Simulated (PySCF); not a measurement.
## Be⁺: excitation energy

Be⁺ [He] 2s1 (2S) → Be⁺ [He] 2p1 (2P), as a difference of total energies. Computed with PySCF 2.14 in x2c-QZVPPall with one added diffuse shell each of s, p type (8s5p2d1f, 40 functions), with scalar relativity by spin-free X2C-1e. Correlated levels: valence and next inner shell: nothing frozen. The calculations carry no spin-orbit coupling.

| method | excitation energy (cm⁻¹) | error (cm⁻¹) |
| --- | --- | --- |
| UHF | 32188 | +254 |
| MP2 (valence and next inner shell) | 31992 | +59 |
| SCS-MP2 (valence and next inner shell) | 32069 | +136 |
| CCSD (valence and next inner shell) | 31956 | +23 |
| CCSD(T) (valence and next inner shell) | 31956 | +23 |
| CCSDT (valence and next inner shell) | 31956 | +22 |

Reference: 31933 cm⁻¹ (measured; NIST levels, between the centres of gravity of the two terms).

Errors of the correlated levels include the incompleteness of this basis.
